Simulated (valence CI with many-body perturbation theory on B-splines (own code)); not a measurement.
Ce⁵²⁺: key properties

Level of theory: valence CI with perturbative core correlation (CI+MBPT): four valence electrons over a frozen Dirac-Fock core [He], radial functions for each j: 9 s, 9 p, 8 d, 6 f, 3 g, 1 h, with the one-electron correlation potential Σ1 (screened to all orders), the two-electron term Σ2, the three-electron term Σ3, Breit, model QED; selected single and double excitations, second order for the rest, scaled by the run's own slope (own B-spline code, finite nucleus).

No measured spectrum was set against this ion. As an estimate, large intervals hold to a few tenths of a per cent, small ones and those within an open d or f shell to about a per cent.

Levels are named by their leading jj configuration (3d3/2^4 stands for four electrons in 3d with j = 3/2), which in mixed levels can hold well under half, so a name can repeat and another be missing.

Rates and lifetimes use the calculated energies. Strong lines usually hold to 10 to 20 %, long lifetimes can be off by a factor of two.

(1) What is the ground level?

(2) What are the static dipole polarisabilities of the lowest levels?

(3) Where does the other parity begin?

(4) How well does LS coupling describe the low levels?

(5) Among levels below 6440.3 eV, which E1 lines absorb most strongly from the ground level?

(6) Name the longest-lived excited levels whose lifetime is computed, and their main decay.

(7) What is the ionisation energy?

## Answers

(1) (2s^2 2p1/2^2) J=0, composition 70 % 2s²2p² ³P + 30 % 2s²2p² ¹S.

(2) (2s^2 2p1/2^2) J=0 0.000300 bohr³, of which the core gives 6.70e-07.

(3) At (2s 2p1/2^2 2p3/2) J=2, 667.8 eV.

(4) Among the lowest 20 levels the leading LS term, summed over configurations, holds 66 % on average. For single configurations the figures are 66 % in LS and 99 % in jj coupling. Terms mix most in the J = 1 level at 733.6 eV, where the leading one holds 34 %.

(5) to (2s^2 2p1/2 3d3/2) J=1 at 0.1995 nm, f = 0.900; to (2s 2p1/2^2 3p1/2) J=1 at 0.2007 nm, f = 0.575; to (2s 2p1/2^2 3p3/2) J=1 at 0.1957 nm, f = 0.360.

(6) (2s^2 2p1/2 2p3/2) J=2 at 477.6 eV lives 849 ns, mostly by E2 to (2s^2 2p1/2^2) J=0; (2s^2 2p1/2 2p3/2) J=1 at 461.1 eV lives 1.58 ns, mostly by M1 to (2s^2 2p1/2^2) J=0.

(7) 10544 eV; NIST lists 10542 ± 4 eV (theoretical).
